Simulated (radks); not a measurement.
Task: Eu, 63 electrons, occupied as [Xe] 4f7 6s1 6f1 (not the ground configuration). Calculated with a radial shooting solver on a logarithmic mesh with Libxc functionals: Dirac Kohn-Sham, PBE, spin-unpolarised, spherical densities, point nucleus; open shells fill j = l - 1/2 first. Some entries of the table are withheld. Estimate them.

orbital  occ.  eigenvalue (eV)  r(max) (bohr)
1s1/2       2        -48326.52        0.01420
2s1/2       2        -7935.566        0.08071
2p1/2       2        -7528.131            (1)
2p3/2       4        -6880.067            (2)
3s1/2       2        -1749.679         0.2291
3p1/2       2        -1573.853         0.2162
3p3/2       4        -1441.747         0.2283
3d3/2       4        -1137.759         0.1818
3d5/2       6        -1109.017         0.1852
4s1/2       2        -351.0968            (3)
4p1/2       2        -283.2058         0.5329
4p3/2       4        -254.0787         0.5588
4d3/2       4              (4)         0.5687
4d5/2       6              (5)         0.5771
5s1/2       2         -49.5285          1.235
5p1/2       2              (6)          1.352
5p3/2       4              (7)          1.430
4f5/2       6          -7.8169            (8)
6s1/2       1          -7.2969          3.389
4f7/2       1          -7.2029            (9)
6f5/2       1             (10)          31.84
6f7/2       0             (11)          31.85

Result: 
(1) 2p1/2 r(max) (bohr): 0.06107
(2) 2p3/2 r(max) (bohr): 0.06680
(3) 4s1/2 r(max) (bohr): 0.5278
(4) 4d3/2 eigenvalue (eV): -142.4031
(5) 4d5/2 eigenvalue (eV): -137.1802
(6) 5p1/2 eigenvalue (eV): -31.3790
(7) 5p3/2 eigenvalue (eV): -27.5839
(8) 4f5/2 r(max) (bohr): 0.5906
(9) 4f7/2 r(max) (bohr): 0.5958
(10) 6f5/2 eigenvalue (eV): -0.3671
(11) 6f7/2 eigenvalue (eV): -0.3669
